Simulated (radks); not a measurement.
Problem. The chlorine anion Cl-, [Ar], held by a Watson sphere: a shell of charge +1 at radius R that stands for the Madelung well of a crystal (potential energy -1/R inside, -1/r outside, in hartree with lengths in bohr). Method: scalar-relativistic Kohn-Sham, LDA (Slater exchange, Perdew-Wang correlation), spin-polarised, spherical densities, finite nucleus; Fermi nuclear charge, rms radius of each element as measured or else 0.836 A^(1/3) + 0.57 fm; computed with a radial shooting solver on a logarithmic mesh with Libxc functionals. Response by self-consistent Sternheimer equations with the Hartree and adiabatic LDA kernel, the relativistic mass of each level held fixed and spin-orbit coupling left out. The sphere does not respond.

R (bohr)  e(2p) (eV)  e(3s) (eV)  e(3p) (eV)  <r> 3p (bohr)  sum of <r^2> (bohr^2)  X-ray form factor at sin(theta)/lambda = 0.3 1/angstrom  alpha (bohr^3)
2.04         -189.66     -20.822      -9.086          1.877                  32.85                                                    9.585           17.95
2.88         -189.03     -19.258      -7.749          1.962                  35.72                                                    9.552           23.69
3.03         -188.87     -19.013      -7.517          1.973                  36.12                                                    9.552           24.77
3.17         -188.72     -18.792      -7.306          1.982                  36.46                                                    9.552           25.78
3.52         -188.34     -18.280      -6.806          2.002                  37.22                                                    9.554           28.27
4.15         -187.66     -17.480      -6.010          2.026                  38.24                                                    9.558           32.47

Estimate the row for R = 4.01 bohr.

Solution. e(2p) (eV) -187.81; e(3s) (eV) -17.645; e(3p) (eV) -6.175; <r> 3p (bohr) 2.022; sum of <r^2> (bohr^2) 38.05; X-ray form factor at sin(theta)/lambda = 0.3 1/angstrom 9.557; alpha (bohr^3) 31.58.
